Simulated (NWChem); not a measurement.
System meant: C2H2F3O2 cation; SMILES O=C([OH2+])C(F)(F)F

NWChem input:

```
start job
memory heap 200 mb stack 900 mb global 1100 mb
charge 1
geometry units angstroms noautoz
  O     -1.321265    -1.468649    -0.012189
  C     -0.362990    -0.835177    -0.024237
  O      0.997099    -1.599727     0.015900
  C     -0.034060     0.685093     0.002509
  F      0.028372     1.062744     1.252121
  F      1.148675     0.849496    -0.582461
  F     -0.964009     1.315629    -0.646453
  H      0.956212    -2.575928    -0.077092
  H      1.817195    -1.183932    -0.327344
end
basis spherical
  O library def2-svp
  C library def2-svp
  F library def2-svp
  H library def2-svp
end
dft
  xc pbe0
  iterations 4
  mulliken
end
task dft energy
```

End of the output:

```
    Atom       Charge   Shell Charges
 -----------   ------   -------------------------------------------------------
    1 O    8     7.91   1.98  0.93  0.62  2.64  1.70  0.04
    2 C    6     5.84   1.96  0.66  0.30  1.74  0.92  0.24
    3 O    8     7.80   1.97  0.83  0.50  2.71  1.77  0.02
    4 C    6     5.87   1.96  0.59  0.28  1.71  0.89  0.43
    5 F    9     8.97   1.98  1.02  0.72  3.20  2.04  0.02
    6 F    9     9.02   1.98  1.02  0.73  3.21  2.07  0.01
    7 F    9     8.96   1.98  1.02  0.72  3.20  2.03  0.02
    8 H    1     0.81   0.50  0.14  0.17
    9 H    1     0.82   0.50  0.15  0.17

 center of mass
 --------------
 x =  -0.04074462 y =   0.11490823 z =   0.00639830

 moments of inertia (a.u.)
 ------------------
         748.147117922307          -0.000000000000           0.000000000000
          -0.000000000000         487.863856398642           0.000000000000
           0.000000000000           0.000000000000         919.651763924758

     Multipole analysis of the density
     ---------------------------------

     L   x y z        total         alpha         beta         nuclear
     -   - - -        -----         -----         ----         -------
     0   0 0 0      1.000000    -28.000000    -28.000000     57.000000

     1   1 0 0      1.540996      0.770498      0.770498      0.000000
     1   0 1 0     -2.363599     -1.181799     -1.181799      0.000000
     1   0 0 1     -0.322058     -0.161029     -0.161029     -0.000000

     2   2 0 0    -21.325604    -94.841393    -94.841393    168.357182
     2   1 1 0     -6.005471      0.996144      0.996144     -7.997759
     2   1 0 1     -1.074866      0.004523      0.004523     -1.083913
     2   0 2 0    -14.979399   -159.339489   -159.339489    303.699578
     2   0 1 1      0.957021     -0.002303     -0.002303      0.961627
     2   0 0 2    -25.705048    -50.412890    -50.412890     75.120731

 ------------------------------------------------------------------------
 dft energy failed                                                                                  0
 ------------------------------------------------------------------------
 ------------------------------------------------------------------------
  current input line :
    26: task dft energy
 ------------------------------------------------------------------------
 ------------------------------------------------------------------------
 This type of error is most commonly associated with calculations not reaching convergence criteria
 ------------------------------------------------------------------------
 For more information see the NWChem manual at https://nwchemgit.github.io

0:dft energy failed:Received an Error in Communication
```

### Question
Find the fault in this run and fix the input.

### Answer
The run did not converge; its last values are not results. Cause: the SCF was allowed too few iterations. This input runs:
```
start job
memory heap 200 mb stack 900 mb global 1100 mb
charge 1
geometry units angstroms noautoz
  O     -1.321265    -1.468649    -0.012189
  C     -0.362990    -0.835177    -0.024237
  O      0.997099    -1.599727     0.015900
  C     -0.034060     0.685093     0.002509
  F      0.028372     1.062744     1.252121
  F      1.148675     0.849496    -0.582461
  F     -0.964009     1.315629    -0.646453
  H      0.956212    -2.575928    -0.077092
  H      1.817195    -1.183932    -0.327344
end
basis spherical
  * library def2-svp
end
dft
  xc pbe0
  iterations 150
  mulliken
end
task dft energy
```
It converges to -526.12775 Ha (PBE0/def2-SVP).
